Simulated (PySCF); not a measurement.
[Gd(H2O)4]3+: from a saddle point downhill

PySCF 2.14.0, RKS PBE0, Gd lcecp-1-SVP with ECP53, O def2-SVP, H def2-SVP; non-relativistic Hamiltonian with scalar-relativistic core potentials where named; density fitting; no spin-orbit coupling. Relaxed within the symmetry of its start, the geometry (D2d) is

```xyz
13

Gd    0.0000    0.0000    0.0000
O     1.3272    1.3362    1.3362
H     1.6968    1.1365    2.2258
H     1.6968    2.2258    1.1365
O    -1.3272   -1.3362    1.3362
H    -1.6968   -1.1365    2.2258
H    -1.6968   -2.2258    1.1365
O     1.3272   -1.3362   -1.3362
H     1.6968   -2.2258   -1.1365
H     1.6968   -1.1365   -2.2258
O    -1.3272    1.3362   -1.3362
H    -1.6968    2.2258   -1.1365
H    -1.6968    1.1365   -2.2258
```

and its lowest harmonic modes are -141, -51, -51, -22, 46, 56 cm⁻¹ (negative: unstable). It was moved along the lowest mode and relaxed again, within the group S4 that the move left.

Where does it end, and how much lower?

In S4, 0.045 eV lower, after 15 steps:
```xyz
13

Gd    0.0001    0.0000    0.0000
O     1.3762    1.2759    1.3413
H     1.3085    1.4368    2.3099
H     2.1777    1.7850    1.0835
O    -1.3758   -1.3414    1.2761
H    -2.1780   -1.0834    1.7846
H    -1.3087   -2.3098    1.4365
O     1.3762   -1.2759   -1.3413
H     2.1777   -1.7850   -1.0835
H     1.3085   -1.4368   -2.3099
O    -1.3758    1.3414   -1.2761
H    -1.3087    2.3098   -1.4365
H    -2.1780    1.0834   -1.7846
```

How do the contacts change?


```csv
contact,saddle (Å),end (Å)
Gd1–O2 (H2O),2.309,2.307
Gd1–O5 (H2O),2.309,2.307
Gd1–O8 (H2O),2.309,2.307
Gd1–O11 (H2O),2.309,2.307
```


No frequency check is given for the end, and other unstable modes may remain.

An lcecp potential fixes the number of 4f electrons, so in runs with it no electron can move into or out of that shell.

State: singlet in the valence, with the 4f electrons in the core potential.
